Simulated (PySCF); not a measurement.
## Spinor energies of Ag⁺ (silver, charge +1)

Start: [Kr] 4d10. Calculated with PySCF 2.14 in x2c-TZVPPall-2c with one added diffuse shell each of s, p, d, f type (9s10p8d3f1g, 109 functions): generalised Hartree-Fock with the X2C-1e Hamiltonian and a Gaussian nucleus; spin-orbit coupling (SO) screened by Boettger's factors.

| spinor shell | electrons | ε, screened SO (eV) | weight of nominal j (screened SO) | rms radius, screened SO (bohr) |
| --- | --- | --- | --- | --- |
| 1s1/2 | 2 | -25651.7 | 1.000 | 0.0357 |
| 2s1/2 | 2 | -3869.3 | 1.000 | 0.146 |
| 2p1/2 | 2 | -3586.4 | 1.000 | 0.127 |
| 2p3/2 | 4 | -3409.1 | 1.000 | 0.131 |
| 3s1/2 | 2 | -752.62 | 1.000 | 0.392 |
| 3p1/2 | 2 | -638.65 | 1.000 | 0.387 |
| 3d3/2 | 4 | -405.81 | 1.000 | 0.374 |
| 3d5/2 | 6 | -399.38 | 1.000 | 0.377 |
| 4s1/2 | 2 | -124.23 | 1.000 | 0.981 |
| 4p1/2 | 2 | -86.457 | 1.000 | 1.06 |
| 4p3/2 | 4 | -81.039 | 1.000 | 1.09 |
| 4d3/2 | 4 | -22.461 | 1.000 | 1.49 |
| 4d5/2 | 6 | -21.779 | 1.000 | 1.52 |

Problem. Where does 3p3/2 lie, and what is the 3p spin-orbit splitting (screened SO)?

Solution. At -606.21 eV, 32.447 eV above 3p1/2.

```
   quantity  screened SO
E (hartree)  -5313.08306
        M_J            0
       ⟨J²⟩        0.000
       ⟨L²⟩        0.015
       ⟨S²⟩        0.015
```

Breit and QED terms are absent; they matter most for the inner s and p1/2 levels.

Densities and radii are taken from the X2C orbitals without a picture-change correction, which distorts them close to the nucleus.
